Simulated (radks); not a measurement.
The numbers below are computed, except where a source is named.
Co2+, 25 electrons, occupied as [Ar] 3d7.

Code: a radial shooting solver on a logarithmic mesh with Libxc functionals. Model: non-relativistic Kohn-Sham, r2SCAN, spin-polarised, spherical densities, point nucleus; open shells are filled with parallel spins first; meta-GGA in the generalised Kohn-Sham scheme.

Energy parts (Ry):
total: -2763.49320
kinetic: 2761.46517
electron-nucleus: -6551.37050
Hartree: 1143.94608
exchange-correlation: -117.53395

Orbitals (lengths in bohr, moments of r in powers of bohr; <r^-3> diverges for s and p1/2; r(90%) holds 90 % of the orbital's charge):
\begin{tabular}{lrrrrr}
orbital & occ. & eigenvalue (Ry) & <r^4> & r(90%) & <r^-3> \\ \hline
1s up & 1 & -555.6203 & 0.00004822 & 0.101 & - \\
1s down & 1 & -555.6214 & 0.00004822 & 0.101 & - \\
2s up & 1 & -67.00193 & 0.01081 & 0.400 & - \\
2s down & 1 & -66.84833 & 0.01073 & 0.399 & - \\
2p up & 3 & -58.22115 & 0.008011 & 0.370 & 527.5 \\
2p down & 3 & -58.10648 & 0.007937 & 0.369 & 529.0 \\
3s up & 1 & -9.11474 & 0.8060 & 1.17 & - \\
3s down & 1 & -8.79828 & 0.8221 & 1.18 & - \\
3p up & 3 & -6.45474 & 1.086 & 1.26 & 65.78 \\
3p down & 3 & -6.13949 & 1.124 & 1.27 & 64.61 \\
3d up & 5 & -2.12230 & 3.984 & 1.70 & 6.196 \\
3d down & 2 & -1.82742 & 5.203 & 1.81 & 5.880 \\
\end{tabular}

The highest occupied level is 3d down at -24.863 eV. For comparison, the ionisation energy in NIST's Atomic Spectra Database is 33.5 eV (semi-empirical). In exact Kohn-Sham theory the highest level is minus the ionisation energy, but local and semilocal functionals leave it too shallow, through self-interaction and a potential that decays too fast; potentials with the right tail come closer. The electron density at the nucleus is 1.336e+04 e/bohr^3.
